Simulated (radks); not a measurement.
All-electron atom: the terbium ion Tb2+ in [Xe] 4f9 (the NIST ground configuration).

Method: Dirac Kohn-Sham, exchange-only PBE, spin-unpolarised, spherical densities, point nucleus; open shells fill j = l - 1/2 first; computed with a radial shooting solver on a logarithmic mesh with Libxc functionals.

Energy parts (eV):
total: -318771.14
kinetic: 348786.51
electron-nucleus: -784123.95
Hartree: 123457.50
exchange: -6891.19

Orbitals (lengths in bohr, moments of r in powers of bohr):
orbital,occ.,eigenvalue (eV),<r>
1s1/2,2,-51819.83,0.02150
2s1/2,2,-8595.801,0.09095
2p1/2,2,-8168.667,0.07589
2p3/2,4,-7421.964,0.08284
3s1/2,2,-1915.754,0.2389
3p1/2,2,-1730.185,0.2286
3p3/2,4,-1576.050,0.2418
3d3/2,4,-1256.642,0.2141
3d5/2,6,-1223.011,0.2182
4s1/2,2,-389.2393,0.5415
4p1/2,2,-316.5771,0.5528
4p3/2,4,-282.2634,0.5831
4d3/2,4,-162.7068,0.6179
4d5/2,6,-156.5128,0.6287
4f5/2,6,-15.9163,0.8923
4f7/2,3,-15.1333,0.9112
5s1/2,2,-60.0662,1.327
5p1/2,2,-40.5690,1.498
5p3/2,4,-36.1789,1.601

The highest occupied level is 4f7/2 at -15.133 eV. For comparison, the ionisation energy in NIST's Atomic Spectra Database is 21.82 eV (semi-empirical). In exact Kohn-Sham theory the highest level is minus the ionisation energy, but local and semilocal functionals leave it too shallow, through self-interaction and a potential that decays too fast; potentials with the right tail come closer.

Beside tabulated values, note that spin-unpolarised runs miss the spin-polarisation part of the exchange energy of open shells.
